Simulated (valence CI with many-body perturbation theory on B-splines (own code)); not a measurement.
Questions on Os LXIV

Computed by configuration interaction combined with many-body perturbation theory (CI+MBPT): three valence electrons over a frozen Dirac-Fock core [Ne], radial functions for each j: 11 s, 11 p, 10 d, 8 f, 5 g, 2 h, with the one-electron correlation potential Σ1, the two-electron term Σ2, the three-electron term Σ3, Breit, model QED; selected CI, second order for the rest, scaled by the run's own slope (own B-spline code, finite nucleus).

The last digits are not significant, and no measured levels were compared; by estimate large intervals hold to a few tenths of a per cent, small ones and those within an open d or f shell to about a per cent.

Levels are named by their leading jj configuration (3d3/2^4 stands for four electrons in 3d with j = 3/2), which in mixed levels can hold well under half, so a name can repeat and another be missing.

Rates and lifetimes use the calculated energies. Strong lines usually hold to 10 to 20 %, long lifetimes can be off by a factor of two.

(1) What is the ground level?

(2) What is the ionisation energy?

(3) How well does LS coupling describe the low levels?

(4) Where does the other parity begin?

(5) Name the longest-lived excited levels whose lifetime is computed, and their main decay.

(6) Among levels below 3504.4 eV, which E1 lines absorb most strongly from the ground level?

## Answers

(1) (3s^2 3p1/2) J=1/2, composition 100 % 3s2 3p 2P°, g = 0.646.

(2) 7185.6 eV; NIST lists 7185 ± 19 eV (theoretical).

(3) Among the lowest 20 levels the leading LS term, summed over configurations, holds 61 % on average. For single configurations the figures are 59 % in LS and 92 % in jj coupling. Terms mix most in the J = 3/2 level at 828.1 eV, where the leading one holds 32 %.

(4) At (3s 3p1/2^2) J=1/2, 175.0 eV.

(5) (3s 3p3/2 3d5/2) J=9/2 at 1278.1 eV lives 3.16 ns, mostly by M1 to (3s 3p1/2 3d5/2) J=7/2; (3s^2 3p3/2) J=3/2 at 413.0 eV lives 1.33 ns, mostly by E1 to (3s 3p1/2^2) J=1/2.

(6) to (3s^2 3d3/2) J=3/2 at 1.892 nm, f = 0.492; to (3s 3p1/2 3p3/2) J=1/2 at 2.041 nm, f = 0.216; to (3s 3p1/2 4p1/2) J=3/2 at 0.3588 nm, f = 0.212.
